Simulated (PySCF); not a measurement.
# Xenon: a sound run and one with changed settings

Sound run: Xe+ [Kr] 4d10 5s2 5p5, Xe(2+) [Kr] 4d10 5s2 5p4. Computed with PySCF 2.14 in x2c-SVPall (6s5p3d, 36 functions), with the spin-free X2C one-electron Hamiltonian (Gaussian nucleus). In the sound run the correlated levels freeze [Kr] 4d10. The sound run starts from symmetry-adapted Hartree-Fock orbitals and uses a fine grid where one is needed.

Changed run: all electrons correlated in a basis built for the valence shell.

```tsv
species	method	sound run (hartree)	changed run (hartree)	converged
Xe+	MP2	-7442.30699	-7442.32366	yes
Xe(2+)	MP2	-7441.54489	-7441.56018	yes
```

Ionisation energy of Xe+:

```csv
method,sound run (eV),changed run (eV)
UHF,20.245,20.245
MP2,20.738,20.775
SCS-MP2,20.712,20.730
```

A valence basis has no tight correlating functions, so it recovers only part of the core correlation, and not evenly between atom and ion.

For comparison, NIST gives 20.975 eV between the lowest levels.
